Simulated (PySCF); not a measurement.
**Working out the ionisation energy of C⁺**

C⁺ [He] 2s2 2p1 (2P) → C²⁺ [He] 2s2 (1S). Computed with PySCF 2.14 in aug-cc-pVQZ-DK, with the spin-free X2C one-electron Hamiltonian (Gaussian nucleus). Frozen: 1s2. Energies in hartree (1 hartree = 27.21139 eV):

```
             part  C⁺ (lower)  C²⁺ (upper)
              UHF  -37.311622   -36.423548
MP2 opposite-spin   -0.050979    -0.045681
    MP2 same-spin   -0.003756     0.000000
```

Problem. What does Hartree-Fock give?

Solution. (-36.423548) − (-37.311622) = 0.888074 hartree = 24.166 eV.

Problem. What do MP2 and SCS-MP2 (6/5 opposite-spin, 1/3 same-spin) give?

Solution. The opposite-spin parts differ by 0.144 eV and the same-spin parts by 0.102 eV. MP2: 24.166 + (0.144) + (0.102) = 24.412 eV. SCS-MP2: 24.166 + 1.2 × (0.144) + (0.102)/3 = 24.373 eV.

Measured between the centres of the two terms (NIST): 24.378 eV, so MP2 (valence) is off by 0.034 eV.

What remains against the reference includes basis incompleteness, the frozen core and correlation beyond second order.
